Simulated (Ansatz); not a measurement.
Born–Oppenheimer molecular dynamics of ClF3H2OW (8 atoms, charge 0, multiplicity 1). It goes on from the last frame of an earlier run, with new velocities.

Theory: RKS PBE/def2-SVP in Ansatz 0.2.0.

* ensemble: NVT, Langevin thermostat
* time step: 1 fs
* steps asked: 100
* set temperature: 300 K
* friction: 0.05 /fs
* seed: 950370

First frame:

```xyz
8
Properties=species:S:1:pos:R:3
W -0.141 -0.249 0.088
F 0.032 -0.543 1.972
F 1.629 -0.610 0.157
O -1.476 1.161 0.387
H -2.174 1.677 -0.165
H -1.429 -0.917 -1.248
Cl -0.733 -2.421 0.134
F 0.474 0.239 -1.738
```

**Question.** How far do the bonds stretch over the last three quarters of this one trajectory? (Pairs bonded in most of those frames.)

**Answer.** 
```tsv
bond	mean (Å)	spread (Å)	shortest	longest
W1–F2	1.883	0.035	1.83	1.94
W1–F3	1.898	0.029	1.84	1.94
W1–O4	1.886	0.029	1.84	1.95
W1–H6	1.717	0.051	1.55	1.82
W1–Cl7	2.291	0.014	2.26	2.32
W1–F8	1.893	0.046	1.82	1.97
O4–H5	0.982	0.024	0.93	1.03
```

Mean temperature of the second half: 360 K. The mean temperature of the second half is 20 % above the set value. A run of 0.1 ps of so small a system gives no equilibrium averages.

Run time: 4.1 min on 2 threads of Arm Neoverse V2 (shared host), peak memory 0.17 GiB.
